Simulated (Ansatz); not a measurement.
`FCS[SiH3]` → `FCS` + `[SiH2]`  (silylene loss)

Program: Ansatz. Geometries: PBE0-D4/def2-TZVP. ΔE: electronic, gas phase. CBS: MP2 limit from def2 TZ/QZ plus the TZ coupled-cluster correction, frozen cores. This one scheme is used for every species. DFT in def2-TZVPP. One conformer a species, not always the lowest.

| species | LDA (SPW92) energy (Eh) |
| --- | --- |
| `FCS[SiH3]` | -825.16817 |
| `FCS` | -535.62355 |
| `[SiH2]` | -289.42437 |

**Question.** Work out ΔE.

**Answer.** ΔE = (-535.62355) + (-289.42437) − (-825.16817) = 0.12025 Eh = +3.27 eV. CCSD(T)/CBS gives +2.99 eV.

**Question.** What do rigid-rotor, harmonic-oscillator terms from PBE0-D4/def2-TZVP frequencies (298.15 K, 1 bar) make of the CCSD(T)/CBS value? (An estimate is asked.)

**Answer.** Ansatz gave: ΔZPE = -0.16 eV, ΔH = +2.87 eV, ΔS = 148 J/(mol·K), ΔG = +2.42 eV.

Largest T1 diagnostic among the species: 0.014.

Leaving LDA and LC-ωPBE aside and taking each functional with its dispersion term where it has one, the values, not all of them listed here, spread over 0.40 eV, from BLYP-D4 to r2SCAN0-D4. LDA lies +0.33 eV from PBE without D4. From BLYP to BHLYP (50 % exact exchange), in def2-TZVPP and without D4, ΔE moves by +0.26 eV. The D4 term adds +0.14 eV with B3LYP and +0.07 eV with PBE0; it sums over pairs of atoms, weighted by their polarisabilities, and B3LYP, whose exchange is more repulsive, gets the larger term.

B3LYP here is the variant with VWN-RPA as its local correlation; programs differ in this.
